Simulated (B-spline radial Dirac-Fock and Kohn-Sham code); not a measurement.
# Kohn-Sham estimates against Dirac-Fock for the levels of Sc

System: neutral scandium, 1s2 2s2 2p6 3s2 3p6 3d1 4s2.

The density-functional columns are spherical, spin-unpolarised Dirac-Kohn-Sham results without Breit or QED terms: −ε is minus the orbital energy of the initial state and ΔSCF the difference of two total energies. The reference in the last column comes from Dirac-Fock ΔSCF + Breit + QED. All numbers are from a radial B-spline solver, in eV; a selection of levels is shown. The Kohn-Sham columns are given as differences from the reference.

| level | LDA −ε − DF | PBE −ε − DF | PBE ΔSCF − DF | PBE0 −ε − DF | Dirac-Fock |
| --- | --- | --- | --- | --- | --- |
| K | -115.5 | -103.4 | +19.0 | -66.6 | 4500.0 |
| L1 | -37.6 | -36.3 | -15.6 | -22.8 | 510.5 |
| L2 | -24.0 | -23.7 | +0.4 | -13.0 | 415.0 |
| L3 | -24.1 | -23.9 | 0.0 | -13.2 | 410.5 |
| M1 | -12.2 | -11.9 | -4.9 | -7.1 | 66.90 |
| M2 | -5.9 | -5.8 | +0.8 | -2.7 | 39.77 |
| M3 | -5.9 | -5.8 | +0.7 | -2.7 | 39.27 |
| M4,5 | -3.8 | -4.0 | +1.1 | -5.1 | 7.27 |
| N1 | -1.2 | -1.3 | +1.4 | -0.6 | 5.52 |

For the outermost level NIST gives 6.56149 eV (measured); the differences from it are LDA −ε -2.27, PBE −ε -2.38, PBE ΔSCF +0.34, PBE0 −ε -1.68, Dirac-Fock -1.04 eV.

Values without a named source are computed, but for edge energies of neutral atoms, which are taken from tables.
